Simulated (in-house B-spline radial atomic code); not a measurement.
A fraction x of an electron is removed from 5s in Sr+, starting from [Kr] 5s1 and keeping the highest spin. Computed with a radial B-spline atomic code at the basis-set limit: scalar-relativistic (X2C) AM05, spin-polarised, spherical fractional occupations, Fermi nucleus of rms radius 4.224 fm.

```
   x  E(x) - E(0) (eV)  5s up level (eV)
   0            0.0000            -8.700
0.05            0.4411            -8.945
0.25            2.3282            -9.924
0.35            3.3449           -10.410
 0.4            3.8715           -10.651
 0.5            4.9606           -11.131
0.51            5.0722           -11.178
0.68            7.0406           -11.976
0.86            9.2699           -12.786
0.98           10.8346           -13.277
   1           11.1008                 -
```

The exact functional would give a straight line between the two integer points. Deviations E(x) - E(0) - x[E(1) - E(0)], in eV: -0.114 at x = 0.05, -0.447 at x = 0.25, -0.54 at x = 0.35, -0.569 at x = 0.4, -0.59 at x = 0.5, -0.589 at x = 0.51, -0.508 at x = 0.68, -0.277 at x = 0.86, -0.044 at x = 0.98.

The curve lies below the straight line by up to 0.59 eV (at x = 0.5): convex, the delocalisation error that favours fractional charges.

How well does Slater's transition state (minus the level at half occupation) give the ionisation energy?

It gives 11.131 eV against 11.101 eV from the two total energies; NIST lists 11.03 eV, ground level to ground level.
